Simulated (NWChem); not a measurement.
Molecule: C2H5ClOSi; SMILES O[SiH2]/C=C/Cl

```xyz
10

O     -0.8268    -2.7570     0.1074
Si     0.4821    -1.7354    -0.0365
C     -0.0232     0.0052    -0.4854
C      0.2532     1.0322     0.3231
Cl    -0.1659     2.6749    -0.0066
H     -1.4942    -2.5124     0.7552
H      1.2616    -1.6330     1.2384
H      1.3141    -2.3388    -1.1112
H     -0.5569     0.2115    -1.4212
H      0.7803     0.9258     1.2770
```
Atoms are numbered in this order, from 1.

All runs: NWChem. Medium grid unless said otherwise, to which SCAN and Minnesota functionals are sensitive. The geometry was optimised at PBE0/def2-SVP. Total energies of different functionals are on different scales.

```tsv
level	energy (Ha)	highest occupied level (eV)	orbital gap (eV)	dipole (D)	relative time
B3LYP/def2-SVP	-903.8348	-7.36	6.42	1.21	2
PBE/def2-SVP	-903.2723	-6.44	4.73	1.20	2
M06-2X/def2-SVP	-903.7006	-8.86	8.96	1.20	2
Hartree-Fock/def2-SVP	-901.6068	-10.28	13.24	1.28	1
LRC-wPBEh/def2-SVP	-903.3824	-9.53	10.41	1.20	5
OLYP/def2-SVP	-903.7587	-6.30	4.79	1.18	2
r2SCAN/def2-SVP	-903.6588	-6.77	5.16	1.21	2
MPW1K/def2-SVP	-903.7847	-8.59	8.41	1.20	1
PW91/def2-SVP	-903.7091	-6.48	4.73	1.20	2
```

Times are rough ratios from one shared machine.
